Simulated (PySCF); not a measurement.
# Relaxation of singlet SnSF₂

Level of theory: PBE0/[Sn def2-TZVP with ECP28, S def2-TZVP, F def2-TZVP], scalar-relativistic core potentials, density fitting, no spin–orbit coupling, PySCF. A (50,194) grid was used.

A hand-made T-shaped (ligand arrangement 2) start, of C2v symmetry, held to at least that symmetry:

```xyz
4
charge 0 multiplicity 1, angstrom
Sn    0.0000    0.0000   -0.3914
S     0.0000    0.0000    1.8486
F     2.0388    0.0000   -0.3202
F    -2.0388    0.0000   -0.3202
```

At each step, columns x, y, z (Å) and Fx, Fy, Fz (eV/Å):

```
step 0  E − E(last) = 319.76 kJ/mol
Sn   0.000   0.000  -0.391   0.000   0.000   2.740
S    0.000   0.000   1.849   0.000   0.000   0.630
F    2.039   0.000  -0.320  -1.151   0.000  -1.685
F   -2.039   0.000  -0.320   1.151   0.000  -1.685
step 1  E − E(last) = 211.41 kJ/mol
Sn   0.000   0.000  -0.222   0.000   0.000   2.259
S    0.000   0.000   1.995   0.000   0.000   0.327
F    1.982   0.000  -0.478  -1.357   0.000  -1.293
F   -1.982   0.000  -0.478   1.357   0.000  -1.293
step 2  E − E(last) = 98.65 kJ/mol
Sn   0.000   0.000   0.010   0.000   0.000  -0.289
S    0.000   0.000   2.159   0.000   0.000   1.379
F    1.848   0.000  -0.676  -1.577   0.000  -0.545
F   -1.848   0.000  -0.676   1.577   0.000  -0.545
step 3  E − E(last) = 34.36 kJ/mol
Sn   0.000   0.000   0.139   0.000   0.000  -0.009
S    0.000   0.000   2.313   0.000   0.000   0.508
F    1.675   0.000  -0.818  -0.967   0.000  -0.249
F   -1.675   0.000  -0.818   0.967   0.000  -0.249
step 4  E − E(last) = 6.25 kJ/mol
Sn   0.000   0.000   0.240   0.000   0.000  -0.181
S    0.000   0.000   2.420   0.000   0.000   0.194
F    1.518   0.000  -0.921  -0.533   0.000  -0.006
F   -1.518   0.000  -0.921   0.533   0.000  -0.006
step 5  E − E(last) = 0.13 kJ/mol
Sn   0.000   0.000   0.287   0.000   0.000   0.298
S    0.000   0.000   2.474   0.000   0.000  -0.037
F    1.406   0.000  -0.972   0.110   0.000  -0.130
F   -1.406   0.000  -0.972  -0.110   0.000  -0.130
step 6  E − E(last) = 0.00 kJ/mol
Sn   0.000   0.000   0.294   0.000   0.000  -0.018
S    0.000   0.000   2.480   0.000   0.000  -0.014
F    1.403   0.000  -0.979  -0.006   0.000   0.016
F   -1.403   0.000  -0.979   0.006   0.000   0.016
step 7  E − E(last) = 0.00 kJ/mol
Sn   0.000   0.000   0.293   0.000   0.000   0.000
S    0.000   0.000   2.478   0.000   0.000   0.000
F    1.405   0.000  -0.977  -0.001   0.000   0.000
F   -1.405   0.000  -0.977   0.001   0.000   0.000
```

It ends at C2v with Sn–F 1.894 Å (×2), Sn–S 2.185 Å; F–Sn–F 96.4°, F–Sn–S 131.8° (×2) (after a last refinement on a finer grid). A frequency run shows a minimum. Other isomers or separated fragments may lie lower.
